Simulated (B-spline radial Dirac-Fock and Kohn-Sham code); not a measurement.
Atomic SCF run for Yb

ΔSCF core binding energies without Breit or QED terms, calculated with a B-spline atomic structure program. Keys: rel is the Hamiltonian (dirac, or spin-free x2c and nr, where L3 and M5 stand for the whole 2p and 3d shells), method is hf or an exchange,correlation pair (spin-unpolarised, also for the hole states), nuc the nuclear model, radius_factor scales its radius, rmax is the box in bohr, h the logarithmic mesh step, order the B-spline order, points the quadrature points per cell, c_factor scales the speed of light, and damp, ndamp, maxit and tol steer the iteration. The run stops when the commutator error falls below 10·tol·max(1, Z/10), or the numerical noise floor, and the energy has settled to about 1e-8 Ha; the virial ratio is −V/T.

Input (task.json):

```json
{"items": [{"Z": 70, "q": 0, "cfg": [[1, 0, 2], [2, 0, 2], [2, 1, 6], [3, 0, 2], [3, 1, 6], [3, 2, 10], [4, 0, 2], [4, 1, 6], [4, 2, 10], [4, 3, 14], [5, 0, 2], [5, 1, 6], [6, 0, 2]], "A": 174, "rrms": 5.3108, "do": "settings", "holes": ["K", "L3", "M5"],
  "settings": [{"rel": "dirac", "method": "hf", "nuc": "fermi", "radius_factor": 1.0, "rmax": 45.0, "h": 0.3, "order": 8, "points": 10, "c_factor": 1.0, "maxit": 5, "damp": 0.5, "ndamp": 3, "tol": 1e-08}]}]}
```

Command: `python xray2_run.py task.json out`

Ground-state iterations:

```
iter   energy (Ha)        error
   1   -14066.15321417  2.18e+00
   2   -13947.31707245  1.48e+00
   3   -14040.17749681  1.36e+00
   4   -14066.66320469  2.02e-01
   5   -13951.97720913  1.41e+00
```

The ground state had not converged after 5 iterations, with total energy -13951.97721 Ha, virial ratio 1.91446 and highest orbital energy -2.25 eV. ΔSCF binding energies: K (1s) 58471.2 eV, L3 (2p3/2) 5818.5 eV (not all states converged, so these are not final). Holes are computed only in closed shells, and unreliable hole states are left out.

Q: One setting is unsound. Which, and why?

A: maxit ends the run before self-consistency. With the default settings (Dirac Hartree-Fock): The ground state converged in 15 iterations, with total energy -14067.62735 Ha, virial ratio 1.90056 and highest orbital energy -5.35 eV. ΔSCF binding energies: K (1s) 61618.1 eV, L3 (2p3/2) 8965.4 eV, M5 (3d5/2) 1528.7 eV.
